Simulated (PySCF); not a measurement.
This PySCF input asks for the NMR shieldings of SMILES F/C=C1\[C@@H](CF)C[C@H]1C(Cl)Cl, C7H8Cl2F2; the geometry comes from GFN2-xTB.

```python
import basis_set_exchange as bse
import numpy as np
from pyscf import gto, dft
from pyscf.prop import nmr

atoms = """
F     1.025369    2.157551   -1.815240
C    -0.086295    1.486387   -1.466526
C    -0.024796    0.332818   -0.834306
C     1.101611   -0.511194   -0.296613
C     2.071767    0.219909    0.618692
F     2.988114   -0.664287    1.133502
C     0.047141   -1.410986    0.384641
C    -1.080103   -0.596505   -0.289514
C    -2.116624    0.013116    0.635977
Cl   -1.356777    1.075700    1.842022
Cl   -3.300909    0.958190   -0.300419
H    -0.987463    1.999740   -1.766464
H     1.670351   -1.022577   -1.076498
H     2.633099    0.979723    0.066514
H     1.554057    0.675989    1.468170
H     0.051565   -1.323714    1.467987
H     0.082560   -2.460228    0.106497
H    -1.609913   -1.148971   -1.069749
H    -2.672557   -0.751409    1.183865
"""
names = dict.fromkeys(["F", "C", "Cl", "H"], "pcSseg-1")
basis = {el: gto.basis.parse(bse.get_basis(n, elements=[el], fmt="nwchem")) for el, n in names.items()}
mol = gto.M(atom=atoms, basis=basis, charge=0, verbose=0)
mf = dft.RKS(mol, xc="PBE0")
mf.grids.level = 2
mf.grids.alignment = dft.numint.BLKSIZE   # the property module wants whole blocks of grid points
mf.conv_tol = 1e-9
mf.kernel()

calc = nmr.RKS(mf)   # GIAO
C = mf.mo_coeff
Co = C[:, mf.mo_occ > 0]
resp = mf.gen_response(singlet=True, hermi=2)
def vind(x):   # induced exchange potential for any number of trial vectors
    d = np.einsum("pi,xij,qj->xpq", C, 2 * x.reshape(-1, C.shape[1], Co.shape[1]), Co, optimize=True)
    return np.einsum("xpq,pi,qj->xij", resp(d - d.transpose(0, 2, 1)), C, Co, optimize=True).ravel()
mo1, _ = nmr.rhf.solve_mo1(calc, with_cphf=vind)
sigma = calc.kernel(mo1)
for i, s in enumerate(sigma):   # ppm
    print("%2d %-2s %9.2f" % (i, mol.atom_pure_symbol(i), np.trace(s) / 3))
```

Question: What are the results?

Answer: 
```
 0 F     300.17
 1 C      29.12
 2 C      64.84
 3 C     148.28
 4 C     100.71
 5 F     425.00
 6 C     159.13
 7 C     138.13
 8 C      97.09
 9 Cl    718.45
10 Cl    667.04
11 H      24.20
12 H      28.30
13 H      26.55
14 H      26.78
15 H      29.72
16 H      29.34
17 H      28.18
18 H      25.86
```

These numbers come from an equivalent density-fitted implementation of the same equations, which agrees with the script to about 0.01 ppm for H and up to a few tenths of a ppm for heavy atoms, so last digits may differ.

Question: Turn these shieldings into chemical shifts. Chemical shifts δ = σref − σ; 19F (170.95 ppm) vs CFCl3; 13C (186.93 ppm), 1H (31.72 ppm) against TMS; 35Cl (949.78 ppm) against HCl, all at this level.

Answer: Averaging equivalent atoms: F 0: -129.2; F 5: -254.1; C 1: 157.8; C 2: 122.1; C 8: 89.8; C 4: 86.2; C 7: 48.8; C 3: 38.6; C 6: 27.8; Cl 10: 283; Cl 9: 231; H 11: 7.52; H 18: 5.86; H 13: 5.17; H 14: 4.93; H 17: 3.54; H 12: 3.41; H 16: 2.38; H 15: 2.00 ppm. Unscaled 19F shifts against computed CFCl3 carry errors that often reach 10 to 50 ppm.

Size and cost of the density-fitted run: 241 basis functions, 47 s wall time on 1 thread of an Arm Neoverse V2, shared host.
